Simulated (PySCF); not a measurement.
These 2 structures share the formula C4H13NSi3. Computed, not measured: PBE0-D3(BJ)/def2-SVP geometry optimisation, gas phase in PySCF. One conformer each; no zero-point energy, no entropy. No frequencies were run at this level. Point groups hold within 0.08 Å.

**Question.** Order them by energy at this level, lowest first, and give relative energies in kcal/mol.
A. `[CH2:1]=[CH:2][SiH:3]([CH:4]=[CH2:5])[N:6]([SiH3:7])[SiH3:8]` with C1–C2–Si3–C4 2°, C2–Si3–C4–C5 -120°, C2–Si3–N6–Si7 -19°
B. `[CH2:1]=[CH:2][C@@H:3]1[CH2:4][Si@H:5]1[N:6]([SiH3:7])[SiH3:8]` with C1–C2–C3–C4 -146°, C4–Si5–N6–Si7 -38°

**Answer.** A (0.0), B (9.5).

As drawn, the higher has a three-membered ring, which the lower lacks.

```
                           SMILES       E (Eh)  E rel (kcal/mol)  dipole (D)  point group       A, B, C (MHz)
     C=C[SiH](C=C)N([SiH3])[SiH3]  -1082.45119               0.0        1.23           C1  1327, 958.0, 628.5
C=C[C@@H]1C[Si@H]1N([SiH3])[SiH3]  -1082.43601               9.5        0.82           C1  1940, 661.9, 540.5
```

**Question.** As an exercise, what shares would exp(−E/RT) give at 2000 K from these electronic energies alone (no entropy, no degeneracies)?

**Answer.** RT = 3.974 kcal/mol: C=C[SiH](C=C)N([SiH3])[SiH3] 91.7 %, C=C[C@@H]1C[Si@H]1N([SiH3])[SiH3] 8.3 %.
